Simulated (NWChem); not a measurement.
Molecule: GaI2, doublet; SMILES [I][Ga][I]

```xyz
3

Ga     0.0000     0.0000     0.9650
I     -2.2147     0.0000    -0.2685
I      2.2147     0.0000    -0.2685
```
Atoms are numbered in this order, from 1.

Level: PBE0/def2-SVP with def2 effective core potentials on I, spin-unrestricted (NWChem), optimised geometry, unscaled harmonic frequencies. In the optimisation the excess spin sits in a1 (C2v, its own frame). This spin state was assumed; another may lie lower. def2 effective core potentials on I; no spin-orbit coupling.

```json
[
 {"frequency (cm⁻¹)": "56", "IR intensity (km/mol)": "0.3"},
 {"frequency (cm⁻¹)": "192", "IR intensity (km/mol)": "7.5"},
 {"frequency (cm⁻¹)": "262", "IR intensity (km/mol)": "59.2"}
]
```

```
Quantity                                                                                              Value
-----------------------------------------------------------------------------------------  ----------------
zero-point energy                                                                              0.7 kcal/mol
thermal correction to the enthalpy at 298.15 K (with zero-point energy)                        4.3 kcal/mol
heat capacity Cv                                                                           11.5 cal/(mol K)
entropy at 298.15 K and 1 atm (symmetry number 2, electronic part: spin degeneracy alone)  81.8 cal/(mol K)
```

Rigid rotor and harmonic oscillator; modes under 100 cm⁻¹ make the entropy uncertain.
